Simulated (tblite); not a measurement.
A tight-binding relaxation on `CC1=[C](C=O)[GeH2][SiH2][SiH2]1`.

Computed with GFN2-xTB geometry optimisation, gas phase (tblite 0.8.0). Start geometry: from a force field or distance geometry. A driver script takes a list of jobs; this job's settings line and coordinates (Å) are shown.

Command:
```bash
OMP_NUM_THREADS=1 python probes_run.py task.json out
```

Input:
```
{"job": {"kind": "relax", "xc": "GFN2-xTB", "basis": "xTB"}, "charge": 0, "multiplicity": 1}
C      2.314900    -0.325200    -0.118100
C      0.800600    -0.222400    -0.077100
C      0.170800     0.930500     0.205500
C      0.880800     2.205600     0.459800
O      0.244300     3.254800     0.722300
Ge    -1.779700     0.964300     0.243300
Si    -2.275800    -1.200100    -0.228500
Si    -0.155600    -1.782600    -0.390300
H      2.741600    -0.044500     0.868200
H      2.633300    -1.357000    -0.348000
H      2.699700     0.349600    -0.907400
H      1.958000     2.238600     0.459000
H     -2.283100     1.354300     1.669300
H     -2.321800     1.908400    -0.854900
H     -2.987000    -1.319200    -1.505600
H     -2.940300    -1.862300     0.922700
H      0.123900    -2.277000    -1.746600
H      0.166800    -2.809500     0.614700
```

What does the run print?

```
step      E/eV     max force
  0    -626.62183    3.200
  1    -626.80087    3.286
  2    -626.90015    0.508
  3    -626.92950    0.457
  4    -626.99758    0.646
  5    -627.03803    0.686
  6    -627.10308    0.552
  7    -627.13679    0.448
  8    -627.16405    0.341
  9    -627.18077    0.403
... (13 lines left out)
 23    -627.20867    0.026
 24    -627.20874    0.017
 25    -627.20877    0.012
 26    -627.20881    0.014
 27    -627.20884    0.018
 28    -627.20887    0.017
 29    -627.20890    0.015
 30    -627.20893    0.014
 31    -627.20896    0.011
 32    -627.20897    0.008
```

«max force» is the largest atomic force in eV/Å.

From which step on does the largest force stay under 0.1 eV/Å, and how much energy is left to gain from there?

From step 14 (0.097 eV/Å), 6.3 meV above the end.

Summary of the converged run: energy lowered by 13.5 kcal/mol over 32 steps; largest atomic force 0.008 eV/Å at the end.

Hardware: one thread of an Arm Neoverse V1, shared host with 32 logical CPUs at a one-minute load of 7.2. Cost: 0.33 s wall.
Labels such as C1 count atoms from 1, the log's own numbers from 0.
